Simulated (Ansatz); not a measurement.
`BCBC` + H₂O → `CBCO` + BH₃ at 500 K and 1 bar (formal hydrolysis of a C–B bond).

Computed with Ansatz on PBE0-D4/def2-TZVP structures; ΔE is electronic, products minus reactants. CCSD(T)/CBS is the MP2 limit (def2-TZVPP, def2-QZVPP) plus CCSD(T) − MP2 in def2-TZVPP, frozen cores. This one scheme is used for every species. Each species was taken in one conformer, which may not be the lowest.

```csv
species,CCSD(T)/CBS energy (Eh),H − E (kJ/mol),S (J/(mol·K))
`BCBC`,-130.49141,296.8,388.7
H₂O,-76.37941,73.2,206.3
`CBCO`,-180.26920,277.4,380.8
BH₃,-26.55200,86.8,208.8
```

H − E and S are ideal-gas, rigid-rotor, harmonic terms from PBE0-D4/def2-TZVP, for one conformer and one mirror image of each species. 1 Eh = 2625.50 kJ/mol, R = 8.31446 J/(mol·K).

Task: By hand: ΔE, ΔH, ΔS and ΔG.

Result: ΔE = (-180.26920) + (-26.55200) − (-130.49141) − (-76.37941) = 0.04962 Eh = 130.3 kJ/mol. Δ(H − E) = 277.4 + 86.8 − 296.8 − 73.2 = -5.8, so ΔH = 124.5 kJ/mol. ΔS = 380.8 + 208.8 − 388.7 − 206.3 = -5.4 J/(mol·K). ΔG = 124.5 − 500 × (-5.4)/1000 = 127.2 kJ/mol.

Task: By hand: the equilibrium constant, and the temperature at which ΔG would vanish if ΔH and ΔS stayed fixed.

Result: log₁₀ K = −ΔG/(RT ln 10) = -13.3. ΔH and −TΔS have one sign here, so there is no such temperature. One of them is within its doubt of zero, so this could turn.

The number of gas molecules stays the same, so ΔS is small and ΔH decides. A doubt of 5 kJ/mol in ΔE shifts log₁₀ K by 0.5 here. Other conformers and mirror images would add mixing entropy, several J/(mol·K) or more a flexible species. These are equilibria of isolated gas molecules and say nothing of rates. Largest T1 diagnostic: 0.011 (customary marks: 0.02 for closed shells, 0.045 for open ones).
